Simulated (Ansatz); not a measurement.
Job for Ansatz (a quantum-chemistry and plane-wave program): U-PBE/def2-TZVPP on CF2 (SMILES F[C]F), 2S+1 = 3, atoms moved off the minimum.

Ansatz 0.2 input:
```yaml
crystal:
  periodic: [false, false, false]
  atoms:
    - {symbol: F, position_ang: [-1.13500957, -0.24833586, 0.04961173]}
    - {symbol: C, position_ang: [-0.04399376, 0.45692181, -0.04511561]}
    - {symbol: F, position_ang: [1.15989393, -0.06917121, -0.02118494]}
basis:
  gaussian:
    orbitals: def2-TZVPP
hamiltonian:
  xc: {name: PBE}
magnetization: {spin_polarized: true, initial_magnetization: 2}
output: {forces: true}
```

It printed:

```
WARN ansatz: RAYON_NUM_THREADS=1 ignored (pool sized by the plan → 1); use --threads N
Functional definition: PBE
integrals: 0.01 GiB planned
492 factors; their error is unknown
mean field: 0.21 GiB planned
mean field evaluation 1: about -6461.6077 eV, gradient 1.6e1 eV
mean field evaluation 2: about -6461.8181 eV, gradient 1.6e1 eV
mean field evaluation 4: about -6462.5015 eV, gradient 1.5e0 eV
mean field evaluation 8: about -6462.5083 eV, gradient 9.5e-2 eV
mean field evaluation 16: about -6462.5014 eV, gradient 2.1e-5 eV
mean field -6462.50141686 eV, -237.4925466289 hartree, gradient 2.1e-5 eV, S^2 2.002979; 0 other end points of the search recorded, 0 dependent functions left out
the calculation of the forces begins
reference -6462.50144098 eV, -237.4925475152 hartree; 13, 11 occupied and 80, 82 virtual orbitals, 492 factors
Total energy: -6462.50144098 eV, -237.4925475152 hartree
Atom 0 at    -1.135010    -0.248336     0.049612 Å, force    -0.681188    -0.789317     0.093514 eV/Å
Atom 1 at    -0.043994     0.456922    -0.045116 Å, force     0.279657     1.281047    -0.132644 eV/Å
Atom 2 at     1.159894    -0.069171    -0.021185 Å, force     0.401531    -0.491730     0.039129 eV/Å
Dipole moment:    -0.011666     0.015060    -0.001213 e Å
```

The run converged.

Cost: roughly 1.4 core-seconds.
